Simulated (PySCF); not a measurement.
Al(I)3, SMILES [I][Al]([I])[I] (AlI₃), singlet (CAM-B3LYP/def2-SVP optimised geometry):

```
4

Al    -0.613     0.000     0.000
I     -1.839     2.124     0.000
I      1.840     0.000     0.000
I     -1.840    -2.124     0.003
```

Computed with CAM-B3LYP/def2-TZVP, def2 effective core potentials past Kr (PySCF 2.14.0).

### Question
What are the frontier orbital energies and the dipole moment?

### Answer
HOMO-2 -9.36 eV, HOMO-1 -9.36 eV, HOMO -8.94 eV, LUMO -0.99 eV, LUMO+1 -0.90 eV; dipole moment 0.00 D.
